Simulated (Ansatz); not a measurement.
Reaction (redistribution): `NB(Cl)Cl` + `[CH3][In]([NH2])[GeH3]` → `Cl[B](Cl)[GeH3]` + `[CH3][In]([NH2])[NH2]`

Gas-phase electronic energies from Ansatz, PBE0-D4/def2-TZVP geometries. CCSD(T)/CBS is the MP2 limit (def2-TZVPP, def2-QZVPP) plus CCSD(T) − MP2 in def2-TZVPP, frozen cores. Functionals use def2-TZVPP. B3LYP here is the variant with VWN-RPA as its local correlation; programs differ in this. def2 core potentials past Kr. For Ge, In outer-core shells are correlated without core-valence functions, which leaves a few kJ/mol of doubt a bond. Scalar relativity is left out up to krypton. Each species was taken in one conformer, which may not be the lowest.

```csv
level,ΔE (kJ/mol)
B3LYP-D4,188.0
ωB97M-V,187.2
```

Q: What does CCSD(T)/CBS give? (Best estimate.)

A: Ansatz gave: +174.6 kJ/mol. The listed levels differ from it by 13.4, 12.6 kJ/mol.

Largest T1 diagnostic among the species: 0.013.

In def2-TZVPP, CCSD(T) changes the Hartree–Fock value by −17.2 kJ/mol (the triples alone add −3.5 kJ/mol) and MP2 by −14.7 kJ/mol. From BLYP to BHLYP (50 % exact exchange), in def2-TZVPP and without D4, ΔE moves by +11.9 kJ/mol.
